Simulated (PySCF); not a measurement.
# One molecule, several mistakes: CH8OSi2

Calculated results; nothing here was measured. The program is PySCF 2.14.0, an open-source quantum chemistry code, run on an isolated molecule that a program drew, which may never have been made. The molecule is CH8OSi2 (charge 0, singlet), drawn as the SMILES string `CO[SiH2][SiH3]`.

Each row is a Hartree-Fock (HF) and frozen-core CCSD(T) single point in the cc-pV(D+d)Z basis, meant for a local HF minimum. Run 1 is clean. Each other run has one planted mistake out of seven kinds, and not every kind appears here: one electron removed, one electron added, multiplicity raised by two, geometry at a saddle point, minimal basis STO-3G, one bond length entered in bohr, all coordinates scaled. The reference is restricted for singlets and unrestricted otherwise, and also for a bond in bohr. Adding or removing an electron swaps singlet and doublet. Electrons count all cores. HOMO and LUMO are orbital energies over both spins, the gradient is its largest component, and the lowest frequency (negative if imaginary) is given only where the gradient is small. Bond lengths are over the 11 bonds as drawn. T1 is the CCSD diagnostic: over 0.02 (restricted) or 0.045 (unrestricted) a single reference is doubtful.

Geometry of the clean run:
```xyz
12
CH8OSi2, angstrom
C    -2.2435    0.1095   -2.2156
O    -1.7562    0.4199   -0.9392
Si   -0.2245    0.8887   -0.5410
Si    1.3693   -0.8323   -0.8816
H    -2.0668    0.9258   -2.9222
H    -1.7807   -0.7997   -2.6105
H    -3.3170   -0.0559   -2.1397
H    -0.2631    1.2667    0.8866
H     0.1732    2.0736   -1.3449
H     1.0328   -2.0343   -0.0800
H     2.7115   -0.3475   -0.4718
H     1.4330   -1.2265   -2.3119
```

| run | electrons | basis functions | <S^2> | HOMO (eV) | LUMO (eV) | gradient (hartree/bohr) | lowest frequency (cm^-1) | mean bond (Å) | longest bond (Å) | T1 | HF (hartree) | CCSD(T) (hartree) | mistake |
|---|---|---|---|---|---|---|---|---|---|---|---|---|---|
| 1 | 50 | 114 | 0.000 | -10.46 | 3.34 | 3.3e-05 | 59 | 1.4650 | 2.370 | 0.0121 | -695.28364 | -695.89461 | no fault |
| 2 | 49 | 114 | 0.786 | -16.29 | -7.14 | 5.8e-02 | - | 1.4650 | 2.370 | 0.0579 | -694.94456 | -695.54337 | one electron removed |
| 3 | 50 | 114 | 2.010 | -4.20 | -1.79 | 2.9e-02 | - | 1.4650 | 2.370 | 0.0334 | -695.06505 | -695.68022 | multiplicity raised by two |
| 4 | 51 | 114 | 0.758 | 2.22 | 8.82 | 5.8e-02 | - | 1.4650 | 2.370 | 0.0151 | -695.18043 | -695.81500 | one electron added |
| 5 | 50 | 114 | 0.000 | -10.55 | 3.65 | 6.5e-02 | - | 1.3683 | 2.214 | 0.0112 | -695.22694 | -695.82837 | all coordinates scaled |
| 6 | 50 | 114 | 0.827 | -9.01 | 1.23 | 8.7e-03 | - | 1.5850 | 2.803 | 0.0405 | -695.17453 | -695.77488 | ? |

**Which mistake was planted in run 6, and what did it cost?**

The mean bond changes by a factor of 1.082 and the longest by 1.183, so the molecule wasn't scaled as a whole. A length L in bohr read as angstrom grows by (1/0.5292 - 1) L = 0.890 L. The 11 bonds together grew by 11 x 0.1200 = 1.320 Å, which gives L = 1.484 Å. That is the length of one of the H-Si bonds, 1.483 Å in the clean geometry. So the mistake is: one bond length entered in bohr. Subtracting run 1 and multiplying by 627.51 kcal/mol a hartree, the energy moved by 68.5 kcal/mol in HF and 75.1 kcal/mol in CCSD(T).

Cautions from the logs. Run 2: T1 is over the limit, so its CCSD(T) energy is less reliable; run 4: the HOMO is above zero, so the electron isn't bound and the energy depends on the basis.
